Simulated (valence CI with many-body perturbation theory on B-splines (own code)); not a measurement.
**Questions on Pm⁴⁷⁺**

Method: valence CI with perturbative core correlation (CI+MBPT): four valence electrons over a frozen Dirac-Fock core [Ne], a basis of 11 s, 11 p, 9 d, 7 f, 5 g, 2 h, 1 i functions for each j, with the one-electron correlation potential Σ1, the two-electron term Σ2, the three-electron term Σ3, Breit, model QED; selected CI, second order for the rest (own B-spline code, finite nucleus).

The last digits are not significant, and no measured levels were compared; by estimate large intervals hold to a few tenths of a per cent, small ones and those within an open d or f shell to about a per cent.

Levels are named by their leading jj configuration (3d3/2^4 stands for four electrons in 3d with j = 3/2), which in mixed levels can hold well under half, so a name can repeat and another be missing.

Rates and lifetimes use the calculated energies. Strong lines usually hold to 10 to 20 %, long lifetimes can be off by a factor of two.

(1) What is the ground level?

(2) Among levels below 49.451 Ry, which E1 lines absorb most strongly from the ground level?

(3) Where does the other parity begin?

(4) How well does LS coupling describe the low levels?

(5) Name the longest-lived excited levels whose lifetime is computed, and their main decay.

(6) What are the static dipole polarisabilities of the lowest levels?

(7) What is the ionisation energy?

Answers

(1) (3s^2 3p1/2^2) J=0, composition 70 % 3s2 3p2 3P + 29 % 3s2 3p2 1S.

(2) to (3s^2 3p1/2 3d3/2) J=1 at 3.651 nm, f = 0.702; to (3s 3p1/2^2 3p3/2) J=1 at 4.402 nm, f = 0.160; to (3s 3p1/2 3p3/2^2) J=1 at 2.926 nm, f = 0.00103.

(3) At (3s 3p1/2^2 3p3/2) J=2, 19.024 Ry.

(4) Among the lowest 20 levels the leading LS term, summed over configurations, holds 59 % on average. For single configurations the figures are 56 % in LS and 91 % in jj coupling. Terms mix most in the J = 2 level at 32.270 Ry, where the leading one holds 28 %.

(5) (3s^2 3p1/2 3p3/2) J=2 at 10.480 Ry lives 8.48 μs, mostly by E2 to (3s^2 3p1/2^2) J=0; (3s^2 3p3/2 3d5/2) J=4 at 35.669 Ry lives 74.1 ns, mostly by M1 to (3s^2 3p1/2 3d5/2) J=3; (3s^2 3p1/2 3p3/2) J=1 at 9.931 Ry lives 61.2 ns, mostly by M1 to (3s^2 3p1/2^2) J=0.

(6) (3s^2 3p1/2^2) J=0 0.00646 bohr³, of which the core gives 0.000108.

(7) 4058.6 eV; NIST lists 4056 ± 4 eV (theoretical).
